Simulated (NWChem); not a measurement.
GeNH3Cl2; SMILES [NH2][GeH]([Cl])[Cl]

```xyz
7

Ge     0.2947    -0.3499     0.0000
N      1.8003     0.6877     0.0000
Cl    -0.7996     0.2092    -1.7853
Cl    -0.7996     0.2092     1.7853
H      0.3952    -1.8966     0.0000
H      2.3803     0.5827    -0.8400
H      2.3803     0.5827     0.8400
```
Atoms are numbered in this order, from 1.

Computed with NWChem. Geometry: optimised at PBE-D3(BJ)/def2-SVP. Level SCAN/def2-SVP: energy and gradient on several grids; changes count from the extra-fine grid, which is no exact limit either.

| grid | size of the energy change (μHa) | largest change of a gradient component (μHa/bohr) |
|---|---|---|
| xcoarse | 80000 | 3000 |
| coarse | 6000 | 1000 |
| medium | 4000 | 700 |
| fine | 3000 | 200 |
| xfine | < 10 | < 30 |
